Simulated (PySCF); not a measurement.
**Computed structure and properties of [Er(NH2)4]−**

System: [Er(NH2)4]− (singlet in the valence; each metal's 4f electrons, 11 of them, lie in its core potential, out of spins and levels); start: template (D2d). Method: PySCF 2.14.0, RKS PBE0, Er lcecp-1-SVP with ECP57, N def2-SVP, H def2-SVP; non-relativistic Hamiltonian with scalar-relativistic core potentials where named; density fitting; no spin-orbit coupling.

Input of the relaxation:

```python
mol = gto.M(atom='''
Er     0.00000    -0.00000    -0.00000
N      1.28990     1.28990     1.28990
H      1.63060     1.04370     2.21750
H      1.63060     2.21750     1.04370
N     -1.28990    -1.28990     1.28990
H     -1.63060    -1.04370     2.21750
H     -1.63060    -2.21750     1.04370
N      1.28990    -1.28990    -1.28990
H      1.63060    -2.21750    -1.04370
H      1.63060    -1.04370    -2.21750
N     -1.28990     1.28990    -1.28990
H     -1.63060     2.21750    -1.04370
H     -1.63060     1.04370    -2.21750''',
    basis={'Er': 'lcecp-1-SVP', 'N': 'def2-SVP', 'H': 'def2-SVP'},
    ecp={'Er': 'lcecp-1-SVP'},
    charge=-1, spin=0)
mf = dft.RKS(mol, xc='PBE0')
mf.grids.atom_grid = (50, 194)  # f atoms: unpruned, at least (60, 302)
mf = mf.density_fit()  # fitting sets: Er AutoAux, N def2-universal-JKFIT, H def2-universal-JKFIT
mf.conv_tol = 1e-08; mf.max_cycle = 55
mf.kernel(dm0)  # dm0: converged density of the start geometry
# quasi-Newton relaxation in Cartesian coordinates to a largest gradient under 0.00045 Eh/bohr, steps kept in the point group
```

Run from Python with OMP_NUM_THREADS=2; the lines above give its settings. Where DIIS fails, smearing, a level shift and second-order steps follow.
It took 7.6 min on 2 threads of Intel(R) Xeon(R) Processor @ 2.50GHz (Skylake/Cascade Lake), with other jobs on the host, from the converged density of the start.

Course of the relaxation:

```json
{"step": "0", "energy above end (eV)": "0.1324", "largest force component within the symmetry (eV/Å)": "0.469"}
{"step": "1", "energy above end (eV)": "0.0548", "largest force component within the symmetry (eV/Å)": "0.156"}
{"step": "2", "energy above end (eV)": "0.0412", "largest force component within the symmetry (eV/Å)": "0.293"}
{"step": "3", "energy above end (eV)": "0.0291", "largest force component within the symmetry (eV/Å)": "0.091"}
{"step": "4", "energy above end (eV)": "0.0238", "largest force component within the symmetry (eV/Å)": "0.074"}
{"step": "5", "energy above end (eV)": "0.0111", "largest force component within the symmetry (eV/Å)": "0.055"}
{"step": "6", "energy above end (eV)": "0.0068", "largest force component within the symmetry (eV/Å)": "0.068"}
{"step": "7", "energy above end (eV)": "0.0022", "largest force component within the symmetry (eV/Å)": "0.035"}
{"step": "8", "energy above end (eV)": "0.0004", "largest force component within the symmetry (eV/Å)": "0.037"}
{"step": "9", "energy above end (eV)": "0.0001", "largest force component within the symmetry (eV/Å)": "0.018"}
{"step": "10", "energy above end (eV)": "0.0000", "largest force component within the symmetry (eV/Å)": "0.004"}
```

Relaxed geometry (D2d):

```xyz
13

Er    0.0000    0.0000    0.0000
N     1.0940    1.3774    1.3774
H     1.4828    1.1441    2.2917
H     1.4828    2.2917    1.1441
N    -1.0940   -1.3774    1.3774
H    -1.4828   -1.1441    2.2917
H    -1.4828   -2.2917    1.1441
N     1.0940   -1.3774   -1.3774
H     1.4828   -2.2917   -1.1441
H     1.4828   -1.1441   -2.2917
N    -1.0940    1.3774   -1.3774
H    -1.4828    2.2917   -1.1441
H    -1.4828    1.1441   -2.2917
```

```json
{"contact": "Er1–N2 (NH2)", "Å": "2.234"}
{"contact": "Er1–N5 (NH2)", "Å": "2.234"}
{"contact": "Er1–N8 (NH2)", "Å": "2.234"}
{"contact": "Er1–N11 (NH2)", "Å": "2.234"}
```

On the finer grid (75, 302):

```yaml
HOMO: -1.13 eV
LUMO: 4.11 eV
Dipole_about_the_centre_of_mass: 0.00 D
Set_of_Mulliken_populations_of_Er1_outside_the_core_potential: s 2.32, p 6.52, d 1.47, f 0.05
D3_BJ_dispersion_energy_not_in_the_energies: -0.201 eV
```

```
atom  Mulliken (e)  Löwdin (e)  spin (e)
 Er1          0.64        0.12      0.00
  N2         -0.55       -0.36      0.00
  H3          0.07        0.04      0.00
  H4          0.07        0.04      0.00
  N5         -0.55       -0.36      0.00
  H6          0.07        0.04      0.00
  H7          0.07        0.04      0.00
  N8         -0.55       -0.36      0.00
  H9          0.07        0.04      0.00
 H10          0.07        0.04      0.00
 N11         -0.55       -0.36      0.00
 H12          0.07        0.04      0.00
 H13          0.07        0.04      0.00
```

The 4f levels lie in the core potential and are missing. Their spin isn't counted.

No frequency check is given for this geometry.

Taking off one NH2 (charge -1, singlet; the rest: singlet) in vacuum, both parts rigid, costs 5.32 eV; the small basis without counterpoise inflates it.

Rigid scan of NH2 along the line from its metal:

distance to N2 (Å), energy (eV) and a bar:
```
     1.93      0.795 ############
     2.03      0.305 ####
     2.13      0.067 #
     2.23      0.000 
     2.33      0.050 #
     2.43      0.177 ###
     2.63      0.558 ########
     2.93      1.227 ##################
     3.33      2.053 ##############################
```

One start shape was tried, so this needn't be the lowest isomer.

An lcecp potential fixes the number of 4f electrons, so in runs with it no electron can move into or out of that shell.
